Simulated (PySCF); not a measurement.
Compound: C10H9F.
Cartesian coordinates in Å at the PBE0-D3(BJ)/def2-SVP level; atoms count from 1:
```
atom  x, y, z in Å
F1    -1.8126   -2.3187   -0.8006
C2    -2.1065   -1.3934    0.1765
C3    -1.2336   -0.1797    0.0673
C4    -1.7807    1.1091    0.1119
C5    -0.9684    2.2438    0.0540
C6     0.4158    2.1241   -0.0611
C7     0.9724    0.8453   -0.1150
C8     0.1504   -0.2967   -0.0469
C9     1.0165   -1.5194   -0.1331
C10    2.3989   -0.9483   -0.2395
C11    2.3602    0.3996   -0.2312
H12   -1.9614   -1.8891    1.1539
H13   -3.1695   -1.1153    0.0879
H14   -2.8651    1.2269    0.1914
H15   -1.4271    3.2347    0.0923
H16    1.0495    3.0128   -0.1101
H17    0.7468   -2.1438   -1.0018
H18    0.9020   -2.1761    0.7491
H19    3.2980   -1.5613   -0.3176
H20    3.2192    1.0691   -0.2999
```

Method used: PBE0-D3(BJ)/def2-SVP geometry optimisation, gas phase in PySCF.

Take the most abundant isotopes and a rigid rotor. The values belong to one conformer with, in the numbering `[F:1][CH2:2][c:3]1[cH:4][cH:5][cH:6][c:7]2[c:8]1[CH2:9][CH:10]=[CH:11]2`, F1–C2–C3–C4 132°.

Problem. Give the principal moments of inertia and the rotational constants in GHz.

Solution. Ia = 327.50, Ib = 432.48, Ic = 736.96 u·Å²; 505379 MHz·u·Å²/I gives 1543, 1169 and 685.8 MHz, that is A = 1.5431, B = 1.1686, C = 0.6858 GHz.

Problem. What kind of rotor is it?

Solution. An asymmetric top; Ray's κ = 0.126.

Problem. Is it planar, by Δ = Ic − Ia − Ib?

Solution. Not planar: Δ = Ic − Ia − Ib = -23.02 u·Å². For a rigid frame Δ = −2 Σ m c², so Σ m c² = 11.51 u·Å² lies off the ab plane: 3.88 from hydrogen and 7.63 from heavier atoms. The atom farthest from that plane is 1.41 Å away.

Problem. List the rotational levels J(Ka,Kc) to J = 5 (cm⁻¹).

Solution. Above 0(0,0):
J = 1: 1(0,1) 0.0619, 1(1,1) 0.0743, 1(1,0) 0.0905
J = 2: 2(0,2) 0.1770, 2(1,2) 0.1819, 2(1,1) 0.2303, 2(2,1) 0.2677, 2(2,0) 0.2763
J = 3: 3(0,3) 0.3375, 3(1,3) 0.3389, 3(1,2) 0.4321, 3(2,2) 0.4533, 3(2,1) 0.4869, 3(3,1) 0.5605, 3(3,0) 0.5639
J = 4: 4(0,4) 0.5426, 4(1,4) 0.5429, 4(1,3) 0.6851, 4(2,3) 0.6936, 4(2,2) 0.7684, 4(3,2) 0.8191, 4(3,1) 0.8380, 4(4,1) 0.9544, 4(4,0) 0.9555
J = 5: 5(0,5) 0.7929, 5(1,5) 0.7930, 5(1,4) 0.9817, 5(2,4) 0.9843, 5(2,3) 1.1108, 5(3,3) 1.1382, 5(3,2) 1.1907, 5(4,2) 1.2823, 5(4,1) 1.2906, 5(5,1) 1.4506, 5(5,0) 1.4509
Those of J = 1 are B + C, A + C and A + B.

Problem. Which lines would a microwave search look for?

Solution. The dipole components are |μa| = 0.35 D, |μb| = 0.39 D, |μc| = 1.00 D. The squared components, which scale the intensities, stand as 0.12 : 0.15 : 1.00 (a : b : c). Some lines, for components of 0.1 D or more:

```json
{"type": "b", "branch": "Q", "J(Ka,Kc)": "5(3,2) ← 5(2,3)", "MHz": "2396", "lower level (cm⁻¹)": "1.111"}
{"type": "c", "branch": "R", "J(Ka,Kc)": "1(1,0) ← 0(0,0)", "MHz": "2712", "lower level (cm⁻¹)": "0.000"}
{"type": "c", "branch": "Q", "J(Ka,Kc)": "5(4,2) ← 5(3,2)", "MHz": "2745", "lower level (cm⁻¹)": "1.191"}
{"type": "b", "branch": "Q", "J(Ka,Kc)": "3(1,2) ← 3(0,3)", "MHz": "2836", "lower level (cm⁻¹)": "0.338"}
{"type": "c", "branch": "Q", "J(Ka,Kc)": "4(4,1) ← 4(3,1)", "MHz": "3492", "lower level (cm⁻¹)": "0.838"}
{"type": "b", "branch": "Q", "J(Ka,Kc)": "4(4,0) ← 4(3,1)", "MHz": "3524", "lower level (cm⁻¹)": "0.838"}
{"type": "b", "branch": "Q", "J(Ka,Kc)": "5(2,3) ← 5(1,4)", "MHz": "3869", "lower level (cm⁻¹)": "0.982"}
{"type": "a", "branch": "Q", "J(Ka,Kc)": "4(1,3) ← 4(1,4)", "MHz": "4263", "lower level (cm⁻¹)": "0.543"}
{"type": "a", "branch": "R", "J(Ka,Kc)": "3(0,3) ← 2(0,2)", "MHz": "4813", "lower level (cm⁻¹)": "0.177"}
{"type": "c", "branch": "R", "J(Ka,Kc)": "2(1,1) ← 1(0,1)", "MHz": "5049", "lower level (cm⁻¹)": "0.062"}
{"type": "b", "branch": "R", "J(Ka,Kc)": "2(2,0) ← 1(1,1)", "MHz": "6055", "lower level (cm⁻¹)": "0.074"}
{"type": "b", "branch": "R", "J(Ka,Kc)": "4(1,4) ← 3(0,3)", "MHz": "6157", "lower level (cm⁻¹)": "0.338"}
{"type": "b", "branch": "R", "J(Ka,Kc)": "5(2,3) ← 4(3,2)", "MHz": "8743", "lower level (cm⁻¹)": "0.819"}
{"type": "c", "branch": "R", "J(Ka,Kc)": "4(2,2) ← 3(1,2)", "MHz": "10082", "lower level (cm⁻¹)": "0.432"}
{"type": "c", "branch": "R", "J(Ka,Kc)": "5(2,3) ← 4(1,3)", "MHz": "12762", "lower level (cm⁻¹)": "0.685"}
{"type": "b", "branch": "R", "J(Ka,Kc)": "5(4,2) ← 4(3,1)", "MHz": "13320", "lower level (cm⁻¹)": "0.838"}
{"type": "b", "branch": "R", "J(Ka,Kc)": "5(4,1) ← 4(3,2)", "MHz": "14135", "lower level (cm⁻¹)": "0.819"}
```

Problem. Estimate the classical rotational partition function at 50 K, 200 K and 298.15 K.

Solution. Point group C1, symmetry number σ = 1; q = (√π/σ)·√((kT/h)³/(ABC)), k/h = 20836.6 MHz/K: 53600 at 50 K, 429000 at 200 K, 780000 at 298.15 K.

PBE0-D3(BJ)/def2-SVP frequencies: not computed here. These are rigid-rotor constants of the computed structure; measured ground-state constants (B0) also hold zero-point vibration.
